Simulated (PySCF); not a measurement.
## CH3Cl3SSi: core ionisation energies

Si(SMe)Cl3, CH3Cl3SSi.
Cartesian coordinates in Å at the PBE0-D3(BJ)/def2-SVP level; atoms count from 1:
```
atom  x, y, z in Å
Si1   -0.3799    0.8727   -1.0452
S2    -0.4915    0.7124    1.0484
C3     0.3817   -0.8770    1.2584
H4    -0.1689   -1.6925    0.7695
H5     0.4226   -1.0620    2.3395
H6     1.4044   -0.8164    0.8623
Cl7    1.5611    0.8752   -1.7091
Cl8   -1.2899    2.6206   -1.5737
Cl9   -1.3069   -0.7023   -1.9757
```

Level of theory: delta-SCF UKS SCAN, pcX-2 on the ionised atom, pcseg-1 elsewhere, spin-free X2C in PySCF. These are vertical core ionisation energies against the vacuum level, from separate self-consistent calculations with and without the core hole.

**Question.** List the computed XPS lines with their assignment.

**Answer.** 
| atom(s) | environment | level | binding energy (eV) | 2p1/2 (eV) | count |
| --- | --- | --- | --- | --- | --- |
| Si1 | silicon bonded to 3 Cl and S | Si 2p3/2 | 109.53 | 110.15 | 1 |
| Cl7/Cl8/Cl9 | chlorine bonded to Si | Cl 2p3/2 | 206.49 | 208.14 | 3 |
| C3 | carbon bonded to S and 3 H | C 1s | 291.98 | – | 1 |
| Si1 | silicon bonded to 3 Cl and S | Si 1s | 1849.71 | – | 1 |
| S2 | sulfur bonded to C and Si | S 1s | 2477.53 | – | 1 |
| Cl7/Cl8/Cl9 | chlorine bonded to Si | Cl 1s | 2829.09 | – | 3 |

**Question.** Which photon energy gives electrons from Cl 2p3/2 of Cl7/Cl8/Cl9 a kinetic energy of 150 eV, and what is their de Broglie wavelength?

**Answer.** hν = 206.49 + 150 = 356.49 eV, recoil neglected; λ = 12.264 Å/√(E/eV) = 1.00 Å.

**Question.** Which effective nuclear charge Zeff reproduces each element's mean 1s value in the hydrogen-like formula E = 13.606 eV × Zeff²?

**Answer.** C (Z = 6): mean 292.0 eV, Zeff = 4.63, Z − Zeff = 1.37; Si (Z = 14): mean 1849.7 eV, Zeff = 11.66, Z − Zeff = 2.34; S (Z = 16): mean 2477.5 eV, Zeff = 13.49, Z − Zeff = 2.51; Cl (Z = 17): mean 2829.1 eV, Zeff = 14.42, Z − Zeff = 2.58. Means run over the listed sites, weighted by atom count.

Topologically equivalent atoms share the value of their first member; where this conformer doesn't relate them by symmetry, their own values could differ. Not every level is listed. Spin–orbit coupling isn't in the SCF: each 2p doublet comes from a relaxed spin-free hole plus a matrix of the shell (mean-field spin–orbit coupling and the ground-state 2p splitting), with 2p3/2 averaged over its two sublevels. 2p1/2 minus 2p3/2 (ligand field included): Si 0.63 eV, Cl 1.65 eV. Geometry: PBE0-D3(BJ)/def2-SVP; no solvent, vibrations or thermal averaging.
